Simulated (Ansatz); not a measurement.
Total energies of the cluster Be5 (the lowest singlet isomer of a short search) from Ansatz at PBE/def2-TZVP, gas phase (1 Eh = 27.2114 eV = 2625.5 kJ/mol). The reference geometry is relaxed at PBE/def2-TZVP.

```xyz
5

Be   -0.022    1.119    0.306
Be   -0.324   -0.317   -1.069
Be    1.618    0.180   -0.544
Be   -1.618   -0.180    0.544
Be    0.346   -0.803    0.764
```

```tsv
state	geometry	energy (Eh)
charge 0 singlet	reference	-73.40487
charge 1 doublet	reference	-73.16045
charge 1 doublet	relaxed at PBE/def2-TZVP	-73.16168
charge 0 triplet	relaxed at PBE/def2-TZVP	-73.39637
charge 0 quintet	relaxed at PBE/def2-TZVP	-73.33625
free Be atom (singlet)	–	-14.62825
```

(1) Work out the vertical ionisation energy to the doublet.

(2) How much does the charge 1 doublet relax, and what is the adiabatic ionisation energy?

(3) Which of the charge 0 states is lowest, and how far above it are the others?

(4) What is the binding energy per atom against free atoms?

(1) E(charge 1 doublet) − E(charge 0 singlet) = -73.16045 − (-73.40487) = 0.24442 Eh = 6.65 eV. For comparison, −ε of the highest occupied level is 4.53 eV at this level, 2.12 eV less.

(2) Relaxation: -73.16045 − (-73.16168) = 0.00123 Eh = 0.03 eV. Adiabatic ionisation energy: 0.24319 Eh = 6.62 eV, without zero-point energy. 

(3) The singlet. triplet: -73.39637 − (-73.40487) = 0.00850 Eh = 22.3 kJ/mol; quintet: -73.33625 − (-73.40487) = 0.06862 Eh = 180.2 kJ/mol.

(4) Atoms: 5 × (-14.62825) = -73.14125 Eh. Binding: -73.14125 − (-73.40487) = 0.26362 Eh = 7.17 eV, or 1.43 eV for each of 5 atoms (no zero-point energy, no counterpoise term).

The structure comes from a short search, and lower isomers may exist.
